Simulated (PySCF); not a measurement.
PySCF 2.14 output of an unrestricted CAM-B3LYP calculation on a single atom or ion in aug-cc-pVTZ with one added diffuse shell each of s, p, d, f, g type (9s8p6d4f3g, 118 functions), with the non-relativistic Hamiltonian (point nucleus):

```
SCF conv_tol = 1e-09
number electrons alpha = 13  beta = 10
    T. Yanai, D. P. Tew, and N. C. Handy.,  Chem. Phys. Lett. 393, 51 (2004)
cycle= 1 E= -849.403289870473  delta_E= -0.0192  |g|= 0.0243  |ddm|= 3.39
cycle= 2 E= -849.406691330049  delta_E= -0.0034  |g|= 0.0315  |ddm|= 0.73
cycle= 3 E= -849.407543594882  delta_E= -0.000852  |g|= 0.0111  |ddm|= 0.231
cycle= 4 E= -849.409027751182  delta_E= -0.00148  |g|= 0.00495  |ddm|= 0.444
cycle= 5 E= -849.409474922485  delta_E= -0.000447  |g|= 0.00233  |ddm|= 0.228
cycle= 6 E= -849.409535055769  delta_E= -6.01e-05  |g|= 0.000728  |ddm|= 0.101
cycle= 7 E= -849.409536572087  delta_E= -1.52e-06  |g|= 0.000291  |ddm|= 0.00639
cycle= 8 E= -849.40953673978  delta_E= -1.68e-07  |g|= 4.91e-05  |ddm|= 0.00267
cycle= 9 E= -849.409536758354  delta_E= -1.86e-08  |g|= 8.54e-06  |ddm|= 0.00213
cycle= 10 E= -849.40953675885  delta_E= -4.96e-10  |g|= 1.71e-06  |ddm|= 0.000268
converged SCF energy = -849.40953675885  <S^2> = 3.7825315  2S+1 = 4.0162328
```

The run itself started from symmetry-adapted Hartree-Fock orbitals and held the occupation by maximum overlap, on a logarithmic radial grid, so the iterations belong to that start.

Question: Which element, charge and spin multiplicity is this?

Answer: Ti⁻ (titanium, charge -1), multiplicity 4; the state was [Ar] 3d3 4s2, high-spin 4F determinant.

The outer electron is barely bound at this level, so radii and moments hang on the diffuse functions.
